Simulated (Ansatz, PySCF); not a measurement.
The pair A = HF (SMILES F) (first 2 atoms), B = C2H4 (SMILES C=C); geometry from B3LYP-D3(BJ)/def2-TZVP.
(charge 0, multiplicity 1):
```xyz
8

F     -0.044     0.400    -0.270
H     -0.018     0.283     0.658
C      0.407    -0.530     2.688
C     -0.326     0.567     2.846
H     -0.048    -1.508     2.583
H      1.489    -0.493     2.668
H      0.128     1.543     2.961
H     -1.409     0.528     2.875
```

Correlated levels freeze the cores. CBS: X⁻³ extrapolation of the correlation energy, Hartree–Fock from the larger set.

Run with Ansatz (a program for electronic structure); PySCF for the dispersion terms. Each number belongs to the level named beside it.

The monomers are drawn apart, rigid, along the line of their centres of mass. Counterpoise-corrected interaction energies (kcal/mol):

| level | R = 3.906 Å | R = 4.797 Å |
|---|---|---|
| PBE/def2-TZVPPD | -2.4372 | -0.9125 |
| PBE-D3(BJ)/def2-TZVPPD | -2.7968 | -1.0454 |
| wB97M-V/def2-TZVPPD | -2.5106 | -0.9806 |
| MP2/CBS(aug-cc-pVDZ, aug-cc-pVTZ) + ΔCCSD(T)/aug-cc-pVDZ | -2.3707 | -0.9361 |

Q: R is the distance of the centres of mass. Find the local exponent m of E ∝ R⁻ᵐ between the two points.

A: 
m = ln(E₁/E₂)/ln(R₂/R₁): PBE/def2-TZVPPD 4.8; PBE-D3(BJ)/def2-TZVPPD 4.8; wB97M-V/def2-TZVPPD 4.6; MP2/CBS(aug-cc-pVDZ, aug-cc-pVTZ) + ΔCCSD(T)/aug-cc-pVDZ 4.5. For scale, two fixed dipoles give m = 3, dipole and quadrupole 4, quadrupoles 5, and dispersion or dipole-induced dipole 6 at long range; at these distances several terms mix, and what is left of overlap and damping shifts m, so it need not match one of them.
